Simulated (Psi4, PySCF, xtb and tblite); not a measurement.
Conformational energy of C6H8SeSi, SMILES [SiH3]c1ccccc1[SeH], singlet. Scanned: dihedral C2–C7–Se8–H16; all other coordinates were relaxed at GFN2-xTB. Points at φ and −φ are mirror images. Heavy atoms are numbered in the order of the SMILES [SiH3]c1ccccc1[SeH], hydrogens after them in the order of the atoms that carry them; the mirror image has the same energies with the sign of each dihedral reversed.

Levels: RKS-BP86/6-31G* = restricted BP86/6-31G*, spherical d, density fitting // GFN2-xTB (PySCF); RHF/3-21G = restricted Hartree-Fock/3-21G, density fitting // GFN2-xTB in PySCF; GFN2-xTB (xtb and tblite); PBE-D3(BJ)/def2-SVP // GFN2-xTB (Psi4).

Energies relative to the lowest point of each profile, in kJ/mol:

```
φ / °  RKS-BP86/6-31G*  RHF/3-21G  GFN2-xTB
-----  ---------------  ---------  --------
-165               1.7        9.7       0.8
-150               1.5        8.0       3.1
-75                0.0        0.8      11.2
-45                0.5        6.3       8.5
30                 1.3        9.2       7.8
45                 0.5        6.3       8.5
60                 0.1        3.2       9.8
105                0.7        1.0      11.4
120                1.3        3.2       9.3
135                1.5        5.7       6.3
150                1.5        8.0       3.1
180                1.9       10.5       0.0
```

### Question
Estimate the PBE-D3(BJ)/def2-SVP values at these points.

### Answer
-165: 1.2; -150: 1.3; -75: 0.6; -45: 0.0; 30: 0.4; 45: 0.0; 60: 0.2; 105: 1.6; 120: 1.8; 135: 1.6; 150: 1.3; 180: 1.4 (kJ/mol).
